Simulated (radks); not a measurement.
Values are calculated unless marked as measured or tabulated.
Mo+, 41 electrons, occupied as [Kr] 4d5. Level of theory: non-relativistic Kohn-Sham, LDA (Slater exchange, VWN5 correlation), spin-polarised, spherical densities, point nucleus; open shells are filled with parallel spins first (spin-orbit coupling, left out, can overturn this in heavy ions); relativity is left out, which matters for an element this heavy (a radial shooting solver on a logarithmic mesh with Libxc functionals).

Unscreened Slater integrals over Kohn-Sham orbitals (cm^-1). They are taken over the spin-up orbitals.

| integral | value |
|---|---|
| F0(4d,4d) | 108320 |
| F2(4d,4d) | 52905 |
| F4(4d,4d) | 34063 |
| F0(4d,4p) | 126820 |
| F2(4d,4p) | 59712 |
| G1(4d,4p) | 73449 |
| G3(4d,4p) | 44351 |
| F0(4d,4s) | 130530 |
| G2(4d,4s) | 52299 |
| F0(4d,3d) | 149720 |
| F2(4d,3d) | 24297 |
| F4(4d,3d) | 10152 |
| G0(4d,3d) | 7585.3 |
| G2(4d,3d) | 8483.3 |
| G4(4d,3d) | 6371.6 |
| F0(4p,4p) | 157890 |
| F2(4p,4p) | 82640 |
| F0(4p,4s) | 165070 |
| G1(4p,4s) | 112090 |
| F0(4p,3d) | 205680 |
| F2(4p,3d) | 46338 |
| G1(4p,3d) | 14776 |
| G3(4p,3d) | 14244 |
| F0(4s,4s) | 173390 |
| F0(4s,3d) | 222160 |
| G2(4s,3d) | 17377 |
| F0(3d,3d) | 481860 |
| F2(3d,3d) | 237460 |
| F4(3d,3d) | 150880 |

Derived for the open shells (J is the average intra-shell exchange parameter used in DFT+U). 4d: Racah B = F2/49 - 5 F4/441 = 693.5 cm^-1, C = 35 F4/441 = 2703 cm^-1, C/B = 3.90, F4/F2 = 0.644, J = (F2 + F4)/14 = 6212 cm^-1.
